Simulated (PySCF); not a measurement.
Species: C7H8NO (doublet state).
Geometry (GFN2-xTB, Å), atoms numbered from 1 in this order:
```
atom  x, y, z in Å
C1    -3.7488    0.7961    0.4948
C2    -2.6697    0.4948    0.0651
C3    -1.3686    0.2191   -0.5011
O4    -0.8042    0.9755   -1.2671
N5    -0.8706   -0.9823   -0.1079
C6     0.4548   -1.4073   -0.4698
C7     1.4791   -1.0657    0.6303
C8     2.0697    0.0805    0.7288
C9     2.1557    1.3840    0.0986
H10   -4.6952    1.0403    0.8795
H11   -1.3548   -1.4935    0.6141
H12    0.4555   -2.4845   -0.6468
H13    0.7206   -0.8767   -1.3858
H14    1.6457   -1.8596    1.3459
H15    1.3845    1.4970   -0.6750
H16    3.1373    1.5244   -0.3534
H17    2.0018    2.1700    0.8387
```

The hyperfine couplings belong to this conformer and change with its torsions.

As a line formula: `C#CC(=O)NC/C=[C]\C` [radical].

Computed with UKS B3LYP, pcH-1 on C H N O, non-relativistic, mean-field spin-orbit, GIAO in PySCF. Geometry: GFN2-xTB, one conformer, isolated molecule. Couplings are sensitive to structure, and on GFN2-xTB geometries they can be far from those on DFT ones. Stability of the SCF solution: not tested.

(1) Predict the first-order ENDOR lines of C8, C6, C9, C7, C3, C2, N5, H14, H15/H16/H17 and H12/H13 under fast tumbling at B = 3359.4 mT (W band).

(2) Which pairs are centred on the nuclear Larmor frequency, and which on half the coupling?

(3) At what field would the lower line of C8 fall to zero frequency?

Results:

(1) For S = 1/2 in fast tumbling each set of equivalent nuclei gives two lines, ν± = |νn ± a/2| to first order, with νn = g_N μN B/h and μN/h = 7.62259 MHz/T.

```tsv
nuclei	isotope	g_N	νn (MHz)	a_iso (MHz)	lower line (MHz)	upper line (MHz)
C8	13C	1.4048	35.97	268.02	98.04	169.98
C6	13C	1.4048	35.97	84.53	6.29	78.24
C9	13C	1.4048	35.97	8.96	31.50	40.45
C7	13C	1.4048	35.97	-6.18	32.88	39.06
C3	13C	1.4048	35.97	1.21	35.37	36.58
C2	13C	1.4048	35.97	-0.96	35.49	36.45
N5	14N	0.4038	10.34	-2.78	8.95	11.73
H14	1H	5.5857	143.03	102.86	91.61	194.46
H15/H16/H17	1H	5.5857	143.03	68.75	108.66	177.41
H12/H13	1H	5.5857	143.03	-1.91	142.08	143.99
```

The rows for 13C, of low natural abundance, apply to labelled samples.

(2) Centred on νn, since |a| < 2νn: C9, C7, C3, C2, N5, H14, H15/H16/H17 and H12/H13. Centred on |a|/2 and split by 2νn: C8 and C6.

(3) Where νn = |a|/2, that is B = 134.01 MHz/(1.4048 × 7.62259 MHz/T) = 12500 mT, as far as first order holds there.

Class means assume fast exchange of nuclei equivalent by connectivity; if that motion is slow, each nucleus keeps its own coupling. The three 1H nuclei of mean +68.8 MHz run from 16.0 to 146.6 MHz in the frozen geometry. The 1H value of -1.9 MHz is a mean of couplings from -8.4 to 4.6 MHz in this one geometry, not an average over conformers.

On one thread, Arm Neoverse V1 (aarch64), shared host with 32 logical CPUs at a one-minute load of 31, this took 1.9 min of wall time (grids of density and orbitals included) and 1.1 GiB of memory at its peak.
